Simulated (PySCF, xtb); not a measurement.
C₄H₉F, SMILES CCCCF.

GFN2-xTB in xtb at its own geometry gives an orbital gap of 12.97 eV and a dipole moment of 2.28 D.

The structure is a stationary point at r2SCAN-D4/def2-SVP. Other conformers were not sampled.

**Question.** What does PBE/def2-TZVP (PySCF) give? (The exact figures need the calculation; the answer reports its results.)

**Answer.** gap 7.95 eV (levels -7.49 and 0.46 eV), dipole 1.61 D.
